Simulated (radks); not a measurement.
Ionisation of neutral praseodymium, [Xe] 4f3 6s2, to [Xe] 4f3 6s1 as the strength of local exchange is varied. All-electron calculation, Dirac Kohn-Sham, Slater X-alpha exchange (alpha = 2/3 is LDA exchange), no correlation, spin-unpolarised, spherical densities, finite nucleus; open shells fill j = l - 1/2 first; Fermi nuclear charge, rms radius 4.8919 fm. Program: a radial shooting solver on a logarithmic mesh with Libxc functionals.

| alpha | E(Pr) (hartree) | exchange (hartree) | IE (eV) | -e of the level emptied (eV) | <r> of it (bohr) |
|---|---|---|---|---|---|
| 0.65 | -9224.5899 | -198.8279 | 5.016 | 2.754 (6s1/2) | 4.592 |
| 0.667 | -9229.7915 | -204.1471 | 5.085 | 2.811 (6s1/2) | 4.573 |
| 0.744 | -9253.3896 | -228.3090 | 5.416 | 3.104 (6s1/2) | 4.481 |
| 0.849 | -9285.6672 | -261.4432 | 5.901 | 3.547 (6s1/2) | 4.353 |
| 0.914 | -9305.7049 | -282.0635 | 6.217 | 3.839 (6s1/2) | 4.276 |
| 0.934 | -9311.8790 | -288.4249 | 6.316 | 3.932 (6s1/2) | 4.253 |
| 1.004 | -9333.5202 | -310.7518 | 6.670 | 4.262 (6s1/2) | 4.173 |

NIST Atomic Spectra Database: 5.470 eV (semi-empirical). The Delta-SCF value meets it near alpha = 0.76. Spin polarisation and multiplet splitting are left out, so open shells lie too high by an amount that depends on their filling.

Beside tabulated values, note that spin-unpolarised runs miss the spin-polarisation part of the exchange energy of open shells.
